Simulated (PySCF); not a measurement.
Assignment exercise: C$_{8}$H$_{8}$OP$_{2}$

Molfile (atoms numbered from 1):
```
C8H8OP2
     RDKit          3D

 19 20  0  0  0  0  0  0  0  0999 V2000
    0.3372    1.8658    2.4593 O   0  0  0  0  0  0  0  0  0  0  0  0
    0.3796    0.5740    1.7597 P   0  0  2  0  0  5  0  0  0  0  0  0
   -0.5047   -1.0178    2.9693 P   0  0  0  0  0  0  0  0  0  0  0  0
    1.9835    0.0162    1.0922 C   0  0  0  0  0  0  0  0  0  0  0  0
    1.8785   -0.2616   -0.2096 C   0  0  0  0  0  0  0  0  0  0  0  0
    0.5652   -0.0444   -0.7970 C   0  0  0  0  0  0  0  0  0  0  0  0
    0.2013   -0.2484   -2.1196 C   0  0  0  0  0  0  0  0  0  0  0  0
   -1.0982    0.0343   -2.5123 C   0  0  0  0  0  0  0  0  0  0  0  0
   -2.0306    0.5088   -1.6028 C   0  0  0  0  0  0  0  0  0  0  0  0
   -1.6782    0.7075   -0.2740 C   0  0  0  0  0  0  0  0  0  0  0  0
   -0.3834    0.4402    0.1131 C   0  0  0  0  0  0  0  0  0  0  0  0
    0.5538   -0.9183    3.8701 H   0  0  0  0  0  0  0  0  0  0  0  0
    0.1090   -2.0327    2.2402 H   0  0  0  0  0  0  0  0  0  0  0  0
    2.8774   -0.0703    1.6865 H   0  0  0  0  0  0  0  0  0  0  0  0
    2.6961   -0.6090   -0.8244 H   0  0  0  0  0  0  0  0  0  0  0  0
    0.9220   -0.6216   -2.8331 H   0  0  0  0  0  0  0  0  0  0  0  0
   -1.3873   -0.1155   -3.5420 H   0  0  0  0  0  0  0  0  0  0  0  0
   -3.0368    0.7254   -1.9290 H   0  0  0  0  0  0  0  0  0  0  0  0
   -2.3942    1.0767    0.4460 H   0  0  0  0  0  0  0  0  0  0  0  0
  1  2  2  0
  2  3  1  1
  2  4  1  0
  4  5  2  0
  5  6  1  0
  6  7  2  0
  7  8  1  0
  8  9  2  0
  9 10  1  0
 10 11  2  0
 11  2  1  0
 11  6  1  0
  3 12  1  0
  3 13  1  0
  4 14  1  0
  5 15  1  0
  7 16  1  0
  8 17  1  0
  9 18  1  0
 10 19  1  0
M  END
```

- GIAO PBE0/pcSseg-1 shieldings
- coordinates at the GFN2-xTB level
- run in PySCF 2.14
- fast rotation and ring inversion assumed for equivalent nuclei, in vacuum, non-relativistic Hamiltonian, one computed conformer

δ = σ(ref) − σ, references computed at the same level: ¹³C (186.93 ppm) and ¹H (31.72 ppm) against TMS.

Question: Assign these signals to the numbered atoms. ¹³C{¹H} NMR (computed): δ 145.5 (CH), 145.0 (C), 143.3 (CH), 141.8 (C), 137.8 (CH), 135.0 (CH), 134.8 (CH), 130.1 (CH).

Answer: 
145.5 → C5, alkene CH: an sp2 carbon of a C=C bond
145.0 → C6, substituted aromatic carbon
143.3 → C4, alkene CH: an sp2 carbon of a C=C bond
141.8 → C11, substituted aromatic carbon
137.8 → C8, aromatic CH: the aromatic region
135.0 → C10, aromatic CH
134.8 → C9, aromatic CH
130.1 → C7, aromatic CH

C5 and C6; C6 and C4; C4 and C11; C10 and C9 lie closer than the usual error of such a calculation, so a measured spectrum could show them in the other order.

Question: Assign these signals to the numbered atoms. ¹H NMR (500 MHz, computed): δ 8.12 (m, 1H), 7.68 (m, 1H), 7.66 (m, 1H), 7.47 (m, 1H), 7.15 (m, 1H), 6.67 (m, 1H), 2.54 (m, 2H).

Answer: 
| δ (ppm) | atoms | environment | reason |
| --- | --- | --- | --- |
| 8.12 | H19 | hydrogen on an aromatic CH | the ring current deshields protons in the ring plane |
| 7.68 | H17 | hydrogen on an aromatic CH | – |
| 7.66 | H18 | hydrogen on an aromatic CH | – |
| 7.47 | H16 | hydrogen on an aromatic CH | – |
| 7.15 | H15 | hydrogen on an alkene CH | a vinylic proton, deshielded by the sp2 carbon and the C=C anisotropy |
| 6.67 | H14 | hydrogen on an alkene CH | – |
| 2.54 | H12/H13 | hydrogen on a phosphorus bonded to P | – |

H17 and H18 lie closer than the usual error of such a calculation, so a measured spectrum could show them in the other order.

Splittings by ³¹P in the carbon and heteronuclear signals aren't shown, as no couplings were computed. Shifts are as computed. Against solution values, carbons near 30 ppm lie about +3 ppm off and those near 130 ppm about +5 ppm. Of 1211 compounds with measured shifts, 218 miss one by over three times the rms of a fit or turn the order of signals round; such compounds aren't used in these exercises. Multiplicities follow the n + 1 count of equivalent neighbours, as no J values were calculated; m marks all less simple cases, F and P coupling included.
